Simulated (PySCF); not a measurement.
This PySCF input asks for the NMR shieldings of `NC[C@@H]1[SiH2]C=C1CC[SiH3]`, C6H15NSi2; the geometry comes from GFN2-xTB.

```python
import basis_set_exchange as bse
import numpy as np
from pyscf import gto, dft
from pyscf.prop import nmr

atoms = """
N    -3.711594   -0.438873    0.452462
C    -2.333874   -0.776788    0.143808
C    -1.315183    0.299384    0.528860
Si   -1.326849    1.951864   -0.479494
C     0.325994    1.120160   -0.798882
C     0.082931    0.064409   -0.007243
C     0.904950   -1.126887    0.331184
C     2.287567   -1.129544   -0.319561
Si    3.448933    0.238113    0.330636
H    -3.981701    0.398468   -0.053697
H    -3.803355   -0.236892    1.443186
H    -2.273709   -0.965249   -0.932158
H    -2.108325   -1.714863    0.663225
H    -1.317923    0.403656    1.619312
H    -1.360230    3.175192    0.322812
H    -2.293278    2.024492   -1.576725
H     1.220038    1.323284   -1.365657
H     0.346562   -2.020085    0.023103
H     1.003973   -1.182885    1.421512
H     2.160033   -1.040174   -1.399862
H     2.746157   -2.105393   -0.145706
H     2.733271    1.155652    1.217710
H     4.541751   -0.382738    1.086479
H     4.012126    0.985462   -0.796579
"""
names = dict.fromkeys(["N", "C", "Si", "H"], "pcSseg-1")
basis = {el: gto.basis.parse(bse.get_basis(n, elements=[el], fmt="nwchem")) for el, n in names.items()}
mol = gto.M(atom=atoms, basis=basis, charge=0, verbose=0)
mf = dft.RKS(mol, xc="PBE0")
mf.grids.level = 2
mf.grids.alignment = dft.numint.BLKSIZE   # the property module wants whole blocks of grid points
mf.conv_tol = 1e-9
mf.kernel()

calc = nmr.RKS(mf)   # GIAO
C = mf.mo_coeff
Co = C[:, mf.mo_occ > 0]
resp = mf.gen_response(singlet=True, hermi=2)
def vind(x):   # induced exchange potential for any number of trial vectors
    d = np.einsum("pi,xij,qj->xpq", C, 2 * x.reshape(-1, C.shape[1], Co.shape[1]), Co, optimize=True)
    return np.einsum("xpq,pi,qj->xij", resp(d - d.transpose(0, 2, 1)), C, Co, optimize=True).ravel()
mo1, _ = nmr.rhf.solve_mo1(calc, with_cphf=vind)
sigma = calc.kernel(mo1)
for i, s in enumerate(sigma):   # ppm
    print("%2d %-2s %9.2f" % (i, mol.atom_pure_symbol(i), np.trace(s) / 3))
```

Task: What are the results?

Result: 
```
 0 N     224.26
 1 C     136.33
 2 C     136.98
 3 Si    402.94
 4 C      57.75
 5 C       6.24
 6 C     152.12
 7 C     184.43
 8 Si    419.65
 9 H      31.18
10 H      31.31
11 H      29.23
12 H      28.32
13 H      29.60
14 H      26.94
15 H      27.15
16 H      26.02
17 H      28.92
18 H      29.62
19 H      30.70
20 H      30.66
21 H      28.09
22 H      27.84
23 H      27.74
```

These numbers come from an equivalent density-fitted implementation of the same equations, which agrees with the script to about 0.01 ppm for H and up to a few tenths of a ppm for heavy atoms, so last digits may differ.

Task: Turn these shieldings into chemical shifts. Scale: NH3 for 15N (267.73 ppm); 13C (186.93 ppm), 29Si (349.16 ppm), 1H (31.72 ppm) vs TMS (reference shieldings calculated alike).

Result: Averaging equivalent atoms: N 0: 43.5; C 5: 180.7; C 4: 129.2; C 1: 50.6; C 2: 49.9; C 6: 34.8; C 7: 2.5; Si 3: -53.8; Si 8: -70.5; H 16: 5.70; H 14: 4.77; H 15: 4.57; H 21/22/23: 3.83; H 12: 3.40; H 17: 2.80; H 11: 2.48; H 13: 2.12; H 18: 2.09; H 20: 1.06; H 19: 1.02; H 9/10: 0.47 ppm. Experimental scales use liquid or dissolved standards, which lie at an offset from isolated NH3 (liquid NH3: subtract about 20 ppm).

Size and cost of the density-fitted run: 242 basis functions, 100 s wall time on 1 thread of an Arm Neoverse N1, shared host; peak memory 1.1 GiB.
